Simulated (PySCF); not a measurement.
Calculated properties of `COC1=C(F)COC1=O`

C₅H₅FO₃.
Geometry (GFN2-xTB, Å), atoms numbered from 1 in this order:
```xyz
14
C5H5FO3 angstrom
C     -2.321   -0.264    0.203
O     -1.386    0.798    0.263
C     -0.104    0.476    0.080
C      0.546   -0.671   -0.158
F      0.071   -1.921   -0.295
C      2.017   -0.425   -0.276
O      2.146    0.965   -0.083
C      0.941    1.549    0.129
O      0.801    2.717    0.316
H     -3.295    0.188    0.373
H     -2.121   -1.010    0.977
H     -2.305   -0.750   -0.776
H      2.414   -0.696   -1.263
H      2.597   -0.955    0.489
```

Among its groups: ester, C=C double bond, ether and C–F bond.

GFN2-xTB geometry:

* Point group of the GFN2-xTB geometry: Cs
* Rotational constants A, B, C of the GFN2-xTB geometry: 2.313, 1.658, 0.978 GHz

From PBE0/def2-SVPD ground state and vertical TDDFT (core frozen in the response) (PySCF):

* Dipole moment: 4.64 D
* HOMO energy: -7.44 eV
* LUMO energy: -1.06 eV
* HOMO–LUMO gap: 6.38 eV
* Lowest singlet excitation: 5.39 eV (230 nm, f = 0.000)
* Strongest line among the 8 lowest singlet transitions: S2 at 5.75 eV (216 nm, f = 0.157)
* Lowest triplet excitation (Tamm–Dancoff): 3.83 eV
* Static isotropic polarisability: 69.3 au
* Electronic spatial extent ⟨r²⟩ about the centre of nuclear charge: 1113 bohr²

Monoisotopic mass (most abundant isotopes): 132.0223 u.

The largest Löwdin shares of the HOMO are 0.26 on O2, 0.25 on C4, 0.19 on C3 and 0.09 on F5. No computed singlet falls in the visible range (750 to 380 nm, 1.65 to 3.26 eV); S1 lies 2.13 eV above its blue end. The largest Löwdin shares of the LUMO are 0.23 on C4, 0.20 on C8, 0.18 on O9 and 0.14 on C3. The vertical singlet–triplet gap S1 − T1 is 1.56 eV (TDDFT singlet less Tamm–Dancoff triplet; S1: HOMO−1→LUMO, weight 0.97; T1: HOMO→LUMO, weight 0.94). The polarisability is 10.27 Å³ as a volume (1 au = 0.148185 Å³), or 1.02 au for each of the 68 electrons. The principal polarisabilities are 47.6, 75.2 and 85.1 au; their mean is the isotropic value. The rotational constants make it an asymmetric top with κ = (2B − A − C)/(A − C) = 0.02, midway between the prolate (−1) and oblate (+1) limits. S1 lies 0.99 eV below the HOMO–LUMO gap; its leading configuration is HOMO−1→LUMO, weight 0.97.

Geometry: GFN2-xTB, one conformer, isolated molecule.
